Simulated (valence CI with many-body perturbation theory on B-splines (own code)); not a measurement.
Results of a calculation; reference values are marked as such.
# Level structure of Tl XI

Level of theory: configuration interaction combined with many-body perturbation theory (CI+MBPT): three valence electrons over a frozen Dirac-Fock core [Xe] 4f14, a basis of 9 s, 9 p, 10 d, 8 f, 5 g, 3 h, 1 i functions for each j, with the one-electron correlation potential Σ1, the two-electron term Σ2, the three-electron term Σ3, Breit, model QED; selected CI, second order for the rest, scaled by the run's own slope (own B-spline code, finite nucleus).

No measured levels were compared; by estimate terms of the open shell hold to 2 to 4 % of their energy, and close levels can change places. Core correlation moves these levels by up to 12000 cm⁻¹, and in measured spectra 5 to 20 % of such shifts remained as error; rates that hang on mixing are uncertain with them. The list stops below the first excitations out of the core. Only levels of the ground parity were solved; by the run's estimate the other parity begins above the list, which can be wrong where configurations are misplaced.

Levels 1 to 34 of 34, with energies above the lowest level, (5d3/2^3) J=3/2. "Leading %" is the weight of the configuration and term that name the level; weights of strongly mixed levels are sums over their largest components and can fall short. In the jj column 3d3/2^4 stands for four electrons in 3d with j = 3/2.

```
No.  Configuration  Term     J  E (cm⁻¹)  Leading %  Second component      g             Leading jj
  1            5d³    ⁴F   3/2         0         68       24 % 5d³ ²D  0.570         5d3/2^3 (87 %)
  2            5d³    ⁴F   5/2     17630         91        8 % 5d³ ²D  1.043   5d3/2^2 5d5/2 (95 %)
  3            5d³    ⁴F   7/2     27193         64       30 % 5d³ ²G  1.128   5d3/2^2 5d5/2 (77 %)
  4            5d³    ⁴P   3/2     27218         44       32 % 5d³ ²P  1.311   5d3/2^2 5d5/2 (90 %)
  5            5d³    ²G   9/2     30495         42       30 % 5d³ ²H  1.113   5d3/2^2 5d5/2 (90 %)
  6            5d³    ⁴P   1/2     31895         66       34 % 5d³ ²P  1.987   5d3/2^2 5d5/2 (98 %)
  7            5d³    ²G   7/2     48166         61       35 % 5d³ ⁴F  1.020   5d3/2 5d5/2^2 (84 %)
  8            5d³    ⁴P   5/2     48923         79       14 % 5d³ ²D  1.497   5d3/2^2 5d5/2 (54 %)
  9            5d³    ⁴F   9/2     51007         51       49 % 5d³ ²H  1.126   5d3/2 5d5/2^2 (82 %)
 10            5d³    ²D   3/2     57250         43       41 % 5d³ ⁴P  1.167   5d3/2 5d5/2^2 (97 %)
 11            5d³    ²P   1/2     59835         66       34 % 5d³ ⁴P  1.347   5d3/2 5d5/2^2 (98 %)
 12            5d³    ²H  11/2     62839        100                    1.090  5d3/2 5d5/2^2 (100 %)
 13            5d³    ²D   5/2     67360         88        7 % 5d³ ⁴F  1.170   5d3/2 5d5/2^2 (62 %)
 14            5d³    ²F   5/2     70628         70       16 % 5d³ ²D  1.014   5d3/2 5d5/2^2 (82 %)
 15            5d³    ²F   7/2     74124         90        9 % 5d³ ²G  1.120   5d3/2 5d5/2^2 (93 %)
 16            5d³    ²G   9/2     79331         58       22 % 5d³ ²H  1.113         5d5/2^3 (90 %)
 17            5d³    ²P   3/2     84032         54       33 % 5d³ ²D  1.170         5d5/2^3 (66 %)
 18            5d³    ²D   3/2    104520         93        4 % 5d³ ²P  0.844   5d3/2 5d5/2^2 (66 %)
 19            5d³    ²D   5/2    110770         74       18 % 5d³ ²F  1.160         5d5/2^3 (81 %)
 20          5d²6s    ⁴F   3/2    315120         86     13 % 5d²6s ²D  0.460      5d3/2^2 6s (94 %)
 21          5d²6s    ⁴F   5/2    319460         57     25 % 5d²6s ²F  1.023      5d3/2^2 6s (92 %)
 22          5d²6s    ⁴F   7/2    340020         90      9 % 5d²6s ²F  1.227  5d3/2 5d5/2 6s (97 %)
 23          5d²6s    ⁴P   1/2    340160         76     14 % 5d²6s ²S  2.378      5d3/2^2 6s (86 %)
 24          5d²6s    ²F   5/2    344600         47     40 % 5d²6s ⁴F  0.988  5d3/2 5d5/2 6s (92 %)
 25          5d²6s    ⁴F   9/2    352650         69     30 % 5d²6s ²G  1.265  5d3/2 5d5/2 6s (75 %)
 26          5d²6s    ⁴P   3/2    353290         80     15 % 5d²6s ²D  1.535  5d3/2 5d5/2 6s (98 %)
 27          5d²6s    ⁴P   5/2    353610         50     25 % 5d²6s ²D  1.318  5d3/2 5d5/2 6s (99 %)
 28          5d²6s    ²P   3/2    359310         39     38 % 5d²6s ²D  1.119  5d3/2 5d5/2 6s (91 %)
 29          5d²6s    ²G   7/2    359580         53     44 % 5d²6s ²F  1.010  5d3/2 5d5/2 6s (93 %)
 30          5d²6s    ²P   1/2    363990         82     15 % 5d²6s ⁴P  0.991  5d3/2 5d5/2 6s (93 %)
 31          5d²6s    ²G   9/2    376300         69     30 % 5d²6s ⁴F  1.179      5d5/2^2 6s (75 %)
 32          5d²6s    ²G   7/2    380930         46     46 % 5d²6s ²F  1.031      5d5/2^2 6s (90 %)
 33          5d²6s    ²D   5/2    382100         51     43 % 5d²6s ⁴P  1.355      5d5/2^2 6s (99 %)
 34          5d²6s    ²P   3/2    388160         59     34 % 5d²6s ²D  1.149      5d5/2^2 6s (94 %)
```

Where two levels of one J and parity lie close, their mixing, g and order are uncertain.

The ionisation energy to 5d² ³F2 of the next ion comes out as 178.22 eV (NIST: 177 ± 2.4 eV (theoretical)). All 34 levels together are meant to be complete up to 388240 cm⁻¹.
